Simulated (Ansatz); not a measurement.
C2H5 (SMILES [CH2]C), doublet, geometry from GFN2-xTB; B3LYP/6-31G** (Ansatz, an electronic-structure program).

Ansatz was given this input:
Ansatz 0.2 input:
```yaml
crystal:
  periodic: [false, false, false]
  atoms:
    - {symbol: C, position_ang: [-0.02614715, -0.68564880, -0.01471818]}
    - {symbol: C, position_ang: [0.00914777, 0.78429993, 0.01653914]}
    - {symbol: H, position_ang: [0.98817534, -1.11000404, -0.01568722]}
    - {symbol: H, position_ang: [-0.53087951, -1.08690884, 0.86435588]}
    - {symbol: H, position_ang: [-0.52155198, -1.05009079, -0.91400379]}
    - {symbol: H, position_ang: [0.10921562, 1.30609826, 0.94783358]}
    - {symbol: H, position_ang: [0.05703688, 1.34899869, -0.89342413]}
basis:
  gaussian:
    orbitals: 6-31G__.json
hamiltonian:
  xc: b3lyp
magnetization: {spin_polarized: true, initial_magnetization: 1}
scf: {lower_state_search: off}
```
The basis file holds 6-31G** in the JSON format of the Basis Set Exchange.

Q: Write the output that Ansatz gives for this input, abridged.

A: 
```
Functional definition: B3LYP
these checks for a lower state are left out or cut short: stability, starts, cluster_reference, orbital_swaps, neighbouring_geometries, increment
608 factors; their error is unknown
mean field evaluation 1: about -2150.1987 eV, gradient 2.8e1 eV
mean field evaluation 2: about -2149.4208 eV, gradient 3.1e1 eV
mean field evaluation 4: about -2154.2053 eV, gradient 4.5e-1 eV
mean field evaluation 8: about -2154.1779 eV, gradient 2.0e-1 eV
mean field evaluation 16: about -2154.1781 eV, gradient 1.1e-5 eV
mean field -2154.17806245 eV, -79.1645836405 hartree, gradient 2.6e-6 eV, S^2 0.753727; 0 other end points of the search recorded, 0 dependent functions left out
reference -2154.17821029 eV, -79.1645890739 hartree; 9, 8 occupied and 46, 47 virtual orbitals, 608 factors
Total energy: -2154.17821029 eV, -79.1645890739 hartree
Checks for a lower state left out: stability, starts, cluster_reference, orbital_swaps, neighbouring_geometries, increment
```
